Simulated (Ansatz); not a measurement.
Process, species as SMILES: [MoH5] (MoH5) -> [MoH5] (MoH5) as singlet, charge +1 + e-
Geometries: B3LYP-D3(BJ)/def2-TZVP minima from Ansatz (a program for electronic structure). Frequencies are from Ansatz. High T1 diagnostic, so coupled cluster is less sure: [MoH5] (MoH5) as singlet, charge +1. [MoH5] (MoH5): The spin state was set by rule; other spins were not relaxed. [MoH5] (MoH5) as singlet, charge +1: The spin state was set by rule; other spins were not relaxed.
Geometry of the first species:
```xyz
6

Mo     0.0359     0.0055    -0.0157
H      0.5949     1.3471    -0.9116
H     -1.0824     0.3815     1.1428
H      0.7019    -0.1992     1.5155
H     -1.5709    -0.3261    -0.2217
H     -0.1505    -1.4341    -0.8658
```
Charge 0, spin multiplicity 2.

Quantity: adiabatic ionisation energy (0 K, with B3LYP-D3(BJ) harmonic zero-point energies), in eV. Cores are frozen in the correlated levels unless marked. Open shells are spin-unrestricted. Spin-orbit coupling is left out. The frozen core is the preceding noble-gas configuration, with the filled d and f shells of earlier blocks. In def2 rows, elements after Kr have scalar-relativistic effective core potentials. STO-3G rows are all-electron and non-relativistic. Basis-set limits of correlation are two-point, X^-3; Hartree-Fock from the larger set. [CCSD(T)-MP2]/basis is that difference in the basis named.

| level | program | adiabatic ionisation energy (eV) | minus last row |
|---|---|---|---|
| HF/def2-SVPD | Ansatz | 8.51 | -0.25 |
| SVWN5/def2-TZVPD | Ansatz | 8.75 | -0.01 |
| PBE-D4/def2-TZVPD | Ansatz + dftd4 | 8.78 | 0.02 |
| BLYP-D3(BJ)/def2-TZVPD | Ansatz + dftd3 | 8.71 | -0.05 |
| B3LYP-D4/def2-TZVPD | Ansatz + dftd4 | 8.96 | 0.20 |
| BHLYP-D3(BJ)/def2-TZVPD | Ansatz + dftd3 | 8.83 | 0.07 |
| HSE06/def2-TZVPD | Ansatz | 8.78 | 0.02 |
| MP2/STO-3G | Ansatz | 6.27 | -2.49 |
| RI-MP2/def2-TZVPPD | Ansatz | 8.60 | -0.16 |
| SCS-MP2/STO-3G | Ansatz | 6.25 | -2.51 |
| SCS-MP2/def2-SVP | Ansatz | 8.42 | -0.34 |
| CCSD(T)/def2-SVP | Ansatz | 8.56 | -0.20 |
| RI-MP2/CBS(def2-TZVPP,def2-QZVPP)+[CCSD(T)-MP2]/def2-SVP | Ansatz | 8.71 | -0.05 |
| RI-MP2/CBS(def2-TZVPPD,def2-QZVPPD)+[CCSD(T)-MP2]/def2-SVPD | Ansatz | 8.74 | -0.02 |
| RI-MP2/CBS(def2-TZVPPD,def2-QZVPPD)+[CCSD(T)-MP2]/def2-TZVPPD | Ansatz | 8.76 | 0.00 |
